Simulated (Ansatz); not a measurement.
`N[B]([SiH3])[GaH2]` and `C[B](N)[GaH2]` differ in one element.

Ansatz, PBE0-D4/def2-TZVP geometries, multiplicity 1. Each molecule was computed in one conformer, which needn't be the lowest.

Scalar relativity is left out up to krypton.

```tsv
property	`N[B]([SiH3])[GaH2]`
HOMO energy (PBE/def2-TZVPP) / eV	-5.71
size of the dipole moment (ωB97M-V/def2-TZVPP) / D	2.70
LUMO energy (PBE/def2-TZVPP) / eV	-2.98
size of the dipole moment (PBE/def2-TZVPP) / D	2.77
LUMO energy (PBE0/def2-TZVPP) / eV	-2.16
HOMO–LUMO gap (PBE/def2-TZVPP) / eV	2.73
```

Give the same properties after the change, and the shifts. (An estimate is asked.)

Computed: 
| property | `C[B](N)[GaH2]` | shift |
| --- | --- | --- |
| HOMO energy (PBE/def2-TZVPP) / eV | -5.72 | -0.01 |
| size of the dipole moment (ωB97M-V/def2-TZVPP) / D | 2.51 | -0.19 |
| LUMO energy (PBE/def2-TZVPP) / eV | -2.59 | 0.39 |
| size of the dipole moment (PBE/def2-TZVPP) / D | 2.62 | -0.15 |
| LUMO energy (PBE0/def2-TZVPP) / eV | -1.78 | 0.38 |
| HOMO–LUMO gap (PBE/def2-TZVPP) / eV | 3.14 | 0.41 |

With PBE0 the HOMO falls by 0.07 eV and the LUMO rises by 0.38 eV, so the gap widens by about 0.45 eV. PBE moves the HOMO by -0.01 eV and ωB97M-V by -0.14 eV. Dipoles are sizes alone; their direction can turn.
